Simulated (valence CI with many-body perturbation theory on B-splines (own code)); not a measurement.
Values are calculated unless marked as measured or tabulated.
# Ladder of approximations for Mo28+

Level of theory: valence CI with perturbative core correlation (CI+MBPT): four valence electrons over a frozen Dirac-Fock core [Ne], radial functions for each j: 11 s, 11 p, 9 d, 7 f, 5 g, 2 h, 1 i, with the one-electron correlation potential Σ1, the two-electron term Σ2, the three-electron term Σ3, Breit, model QED; selected CI, second order for the rest (own B-spline code, finite nucleus).

No measured spectrum was set against this ion. As an estimate, large intervals hold to a few tenths of a per cent, small ones and those within an open d or f shell to about a per cent.

Each rung adds one term. CI alone is the Dirac-Coulomb CI over the frozen core; QED comes last and gives the full result, which names the levels. Energies are above (3s^2 3p1/2^2) J=0 on the same rung, in cm⁻¹.

Levels are named by their leading jj configuration (3d3/2^4 stands for four electrons in 3d with j = 3/2), which in mixed levels can hold well under half, so a name can repeat and another be missing. Letters in brackets count levels of one name in rising energy.

```tsv
Level	CI alone	+ Σ1	+ Σ2	+ Σ3	+ Breit	Full
(3s^2 3p1/2 3p3/2) J=1	163873	164211	164531	164622	161299	161706
(3s^2 3p1/2 3p3/2) J=2	200041	200396	200537	200549	196585	197002
(3s^2 3p3/2^2) J=2	390575	391265	391660	391684	384667	385447
(3s^2 3p3/2^2) J=0	474337	475029	474991	474767	468360	469086
(3s 3p1/2^2 3p3/2) J=2	702636	701626	702853	703317	702316	698551
(3s 3p1/2^2 3p3/2) J=1	825053	824062	823934	824264	823271	819846
(3s 3p1/2 3p3/2^2) J=2	875093	874323	875290	875740	872493	869320
(3s 3p1/2 3p3/2^2) J=3	928926	928225	929029	929465	924675	921606
(3s^2 3p1/2 3d3/2) J=2 [a]	987188	986348	986054	986260	981027	979789
(3s 3p1/2 3p3/2^2) J=0	1006190	1005480	1005610	1005830	1002580	999366
(3s 3p1/2 3p3/2^2) J=1 [a]	1026630	1025940	1025610	1025850	1021820	1018740
(3s^2 3p1/2 3d3/2) J=2 [b]	1077210	1076470	1075480	1075410	1069610	1068280
(3s 3p1/2 3p3/2^2) J=1 [b]	1129330	1128530	1123620	1123570	1120620	1117270
(3s^2 3p1/2 3d5/2) J=3	1131580	1130960	1129420	1129050	1120880	1120900
(3s 3p3/2^3) J=2	1155370	1154920	1154030	1154060	1146470	1145000
(3s^2 3p1/2 3d3/2) J=1	1191620	1190720	1185970	1185150	1180160	1179460
(3s^2 3p1/2 3d5/2) J=2	1203360	1202740	1199010	1198560	1191820	1190750
(3s^2 3p3/2 3d5/2) J=4	1274750	1274480	1273760	1273520	1261980	1262450
(3s^2 3p3/2 3d3/2) J=1	1310370	1309830	1305730	1305480	1298490	1296880
```

How does the ionisation energy move along the ladder, and which term matters most?

CI alone 1536.0, + Σ1 1536.9, + Σ2 1536.9, + Σ3 1536.7, + Breit 1535.5, + QED 1535.6 eV. The largest step is Breit, -1.2 eV. NIST lists 1537 ± 3 eV (semi-empirical).
